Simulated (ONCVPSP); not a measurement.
Potentials for Ag compared

Generated with ld1.x 7.5 (TM, RRKJ, ultrasoft, PAW), atompaw 4.2 or ONCVPSP 4.0.1. The cutoff is in Ry: for ld1.x and atompaw files where the sum of valence levels is converged to 10 mRy in a Bessel basis, for ONCV files where the hardest occupied wave has 1 mHa per electron of residual kinetic energy. The error is the largest all-electron minus pseudo excitation energy over each file’s own four to seven test configurations (ionisations up to +4, promotions, holes and added fractions of an electron), all of which were solved. The labels leave out finer settings (local radius, basis sizes, second energies), which also bear on the numbers. Spin-polarised tests are not counted. The rows are a selection from randomly drawn settings: files with unsolved tests, undetermined cutoffs or missed reference levels are left out.

A true bound ghost makes a file unfit for plane-wave use even where its test errors are small: the radial tests pick states by their node count and pass the ghost by.

| potential | cutoff (Ry) | largest error (meV) | bound ghosts |
| --- | --- | --- | --- |
| ONCV, PBE, scalar-relativistic, rc 2.30/1.35/1.35 (spd), local smoothed, core correction yes, reference 4p6 4d10 5s1, qcut 2.6/11.7/6.7, projectors 2/1/3 | 183 | +51 | s |
| ONCV, PBE, scalar-relativistic, rc 0.95/1.65/1.35 (spd), local smoothed, core correction no, reference 4s2 4p6 4d9, qcut 8/9.5/8.5, projectors 2/2/2 | 205 | +3.6 | none |
| ONCV, PBE, scalar-relativistic, rc 1.55/1.55/1.20 (spd), local d, core correction yes, reference 4s2 4p6 4d10 5s1, qcut 10.3/8.4/7.5, projectors 3/2/0 | 87 | -7.5 | none |
| ONCV, PBE, scalar-relativistic, rc 1.65/1.05/1.25 (spd), local smoothed, core correction yes, reference 4s2 4p6 4d10 5s1, qcut 7.1/7.2/6.6, projectors 2/1/2 | 295 | +47 | none |
| ONCV, PBE, scalar-relativistic, rc 1.05/1.40/1.70/1.05 (spdf), local f, core correction yes, reference 4s2 4p6 4d9, qcut 4.8/10.3/8.3/10.5, projectors 2/2/2/0 | 228 | +5.6 | none |

Q: Fill in the row for Ag: ONCV, PBEsol, scalar-relativistic, rc 1.45/1.00/1.10 (spd), local smoothed, core correction yes, reference 4s2 4p6 4d10 5s1, qcut 8.6/7.3/9.2, projectors 2/3/2.

A: cutoff 204 Ry, largest error -7.3 meV, bound ghosts: s.
